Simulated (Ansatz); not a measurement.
```xyz
8

B     0.0437   -0.0163   -0.8525
N    -0.0422   -0.0105    0.7465
H     0.0703   -1.1321   -1.1765
H    -1.0660    0.5124   -1.2997
H     0.9280    0.5298   -1.2033
H     0.0952    0.9392    1.1090
H    -0.9179   -0.5339    1.0645
H     0.8304   -0.4332    1.0306
```

Basis set: 6-31G (spherical functions). Left uncorrelated: 2 orbitals. Charge 0, multiplicity 1.

Computed with Ansatz (development build ahead of 0.2.0); each method stands on the lowest determinant of its kind that the runs found. Restricted open shells among the atoms or ions are ROHF, correlated in semicanonical orbitals with singles.

Q: Give the atomization energy at this shape (free ground-state atoms in the same class of orbitals less the molecule, no zero-point energy) of singlet BNH₆ by RHF-MP2, RHF.

A:

| method | atomization energy |
| --- | --- |
| RHF-MP2 | 501.76 kcal/mol |
| RHF | 418.31 kcal/mol |

Caution: the shape is not the minimum.

This basis has no polarisation functions and is too small for such energies, which can lie far from measured ones in either direction.
